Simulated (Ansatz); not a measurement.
A nudged elastic band was laid between two geometries of C2H7NO2Si (13 atoms, charge 0, multiplicity 1).

All numbers below come from RKS CAM-B3LYP/STO-3G in Ansatz.

```json
{"movable images": "9", "climbing image": "yes", "spring": "5.0 eV/Å²", "optimiser": "quadratic models (default)", "start path": "IDPP", "force threshold": "0.05 eV/Å", "iteration limit": "60", "end points": "relaxed"}
```

Initial state:

```xyz
13
Properties=species:S:1:pos:R:3
N 1.927 -1.630 -0.110
C 0.925 -0.627 0.368
O -0.409 -0.976 -0.135
Si -1.501 0.300 0.180
C -0.818 1.955 -0.489
O 0.399 2.233 -0.610
H 1.835 -1.634 -1.161
H 1.531 -2.569 0.165
H 1.240 0.382 0.012
H 0.952 -0.634 1.481
H -1.744 0.467 1.596
H -2.732 -0.025 -0.491
H -1.585 2.722 -0.791
```

Final state:

```xyz
13
Properties=species:S:1:pos:R:3
N 1.609 -2.122 0.520
C 0.585 -1.086 0.872
O 0.304 -0.255 -0.294
Si -0.845 0.959 0.079
C -1.100 1.979 -1.512
O -0.192 2.522 -2.181
H 2.421 -1.578 0.122
H 1.219 -2.614 -0.328
H 0.992 -0.492 1.722
H -0.322 -1.623 1.232
H -0.374 1.805 1.153
H -2.108 0.382 0.477
H -2.168 2.087 -1.848
```

(1) Which bonds break or form, and what moves?

(2) What energy profile does the band end with?

(3) What is the geometry of the highest image?

Answers

(1) No bond is made or broken. The dihedral C2–O3–Si4–C5 goes from 53 to 179°.

(2) It converged. The highest image is number 5 of 0 to 10, 0.123 eV above the first end and 0.048 eV above the last; the last end lies 0.075 eV above the first. A vibrational analysis at the climbing image gives one clearly imaginary mode, 81i cm⁻¹, and a faint second one (26i cm⁻¹) that may be numerical noise or a soft torsion: probably a first-order saddle point. Limits of this set-up: minimal basis.

```json
{"image": "0", "path coordinate (Å)": "0.00", "energy (eV)": "0.000", "dihedral C2–O3–Si4–C5 (°)": "53"}
{"image": "1", "path coordinate (Å)": "0.55", "energy (eV)": "0.018", "dihedral C2–O3–Si4–C5 (°)": "66"}
{"image": "2", "path coordinate (Å)": "1.10", "energy (eV)": "0.046", "dihedral C2–O3–Si4–C5 (°)": "79"}
{"image": "3", "path coordinate (Å)": "1.65", "energy (eV)": "0.077", "dihedral C2–O3–Si4–C5 (°)": "92"}
{"image": "4", "path coordinate (Å)": "2.20", "energy (eV)": "0.107", "dihedral C2–O3–Si4–C5 (°)": "107"}
{"image": "5", "path coordinate (Å)": "2.75", "energy (eV)": "0.123", "dihedral C2–O3–Si4–C5 (°)": "124"}
{"image": "6", "path coordinate (Å)": "3.17", "energy (eV)": "0.121", "dihedral C2–O3–Si4–C5 (°)": "136"}
{"image": "7", "path coordinate (Å)": "3.58", "energy (eV)": "0.108", "dihedral C2–O3–Si4–C5 (°)": "148"}
{"image": "8", "path coordinate (Å)": "4.00", "energy (eV)": "0.092", "dihedral C2–O3–Si4–C5 (°)": "159"}
{"image": "9", "path coordinate (Å)": "4.41", "energy (eV)": "0.080", "dihedral C2–O3–Si4–C5 (°)": "170"}
{"image": "10", "path coordinate (Å)": "4.82", "energy (eV)": "0.075", "dihedral C2–O3–Si4–C5 (°)": "179"}
```

(3) 
```xyz
13
Properties=species:S:1:pos:R:3
N 1.894 -1.880 0.249
C 0.908 -0.866 0.745
O -0.086 -0.605 -0.289
Si -1.204 0.619 0.144
C -1.187 1.990 -1.188
O -0.166 2.501 -1.699
H 2.264 -1.479 -0.654
H 1.307 -2.693 -0.078
H 1.482 0.046 1.024
H 0.449 -1.277 1.673
H -0.906 1.199 1.432
H -2.534 0.059 0.170
H -2.202 2.352 -1.515
```

Time of the run: 3 min on 1 thread of Intel(R) Xeon(R) Platinum 8488C (Sapphire Rapids), with other jobs on the host, peak memory 0.22 GiB.
